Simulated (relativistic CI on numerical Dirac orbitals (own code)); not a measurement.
**Spin-allowed bands of a d3 ion in an octahedral site, by hand**

Problem. Take Δ = 9600 cm⁻¹ and B = 610 cm⁻¹ for a d3 ion in an octahedral site. Calculate the three spin-allowed bands.

Working.
1. The terms of highest spin are 4F (energy 0) and 4P (15B = 9150 cm⁻¹). Here the F term splits into A2 at −1.2Δ = -11520, T2 at −0.2Δ = -1920 and T1 at +0.6Δ = 5760 cm⁻¹.
2. The two T1 states mix through the element 0.4Δ: H = [[5760, 3840], [3840, 9150]], with roots ½(H₁₁ + H₂₂) ∓ ½√[(H₂₂ − H₁₁)² + 4H₁₂²] = ½(14910) ∓ ½(8395) = 3258 and 11652 cm⁻¹.
3. The ground term is 4A2 at -11520 cm⁻¹.
4. Bands: 4T2 9600 cm⁻¹ (1042 nm), 4T1(F) 14778 cm⁻¹ (677 nm), 4T1(P) 23172 cm⁻¹ (432 nm).

Check. Exact diagonalisation of the whole d3 shell with these parameters gives 4T2 9600, 4T1 14778, 4T1 23172 cm⁻¹. The match is exact, since without spin-orbit coupling no other term has this spin. The ratio of the second band to the first, 1.539, depends on Δ/B = 15.7 alone, which is how a Tanabe-Sugano diagram is read.
